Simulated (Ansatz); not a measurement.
Start from `BNC[CH2][AlH2]` and change one atom or group to get `FBC[CH2][AlH2]`.

Ansatz, PBE0-D4/def2-TZVP geometries, multiplicity 1. Each molecule was computed in one conformer, which needn't be the lowest. `BNC[CH2][AlH2]` holds a close contact that its SMILES doesn't draw: Al···N 2.27 Å.

| property | `BNC[CH2][AlH2]` |
| --- | --- |
| LUMO energy (ωB97M-V/def2-TZVPP) / eV | 1.05 |
| LUMO energy (PBE/def2-TZVPP) / eV | -1.76 |
| size of the dipole moment (PBE/def2-TZVPP) / D | 2.73 |
| HOMO energy (PBE0/def2-TZVPP) / eV | -7.35 |
| HOMO energy (ωB97M-V/def2-TZVPP) / eV | -9.57 |
| HOMO–LUMO gap (ωB97M-V/def2-TZVPP) / eV | 10.62 |

(1) Give the same properties after the change, and the shifts. (An estimate is asked.)

## Answers

(1) Ansatz gave: 
```json
{"property": "LUMO energy (ωB97M-V/def2-TZVPP) / eV", "`FBC[CH2][AlH2]`": "0.29", "shift": "-0.76"}
{"property": "LUMO energy (PBE/def2-TZVPP) / eV", "`FBC[CH2][AlH2]`": "-2.09", "shift": "-0.33"}
{"property": "size of the dipole moment (PBE/def2-TZVPP) / D", "`FBC[CH2][AlH2]`": "0.91", "shift": "-1.82"}
{"property": "HOMO energy (PBE0/def2-TZVPP) / eV", "`FBC[CH2][AlH2]`": "-7.48", "shift": "-0.13"}
{"property": "HOMO energy (ωB97M-V/def2-TZVPP) / eV", "`FBC[CH2][AlH2]`": "-9.66", "shift": "-0.09"}
{"property": "HOMO–LUMO gap (ωB97M-V/def2-TZVPP) / eV", "`FBC[CH2][AlH2]`": "9.95", "shift": "-0.67"}
```

With PBE0 the HOMO falls by 0.13 eV and the LUMO falls by 0.50 eV, so the gap narrows by about 0.37 eV. PBE moves the HOMO by -0.14 eV and ωB97M-V by -0.09 eV. Dipoles are sizes alone; their direction can turn.
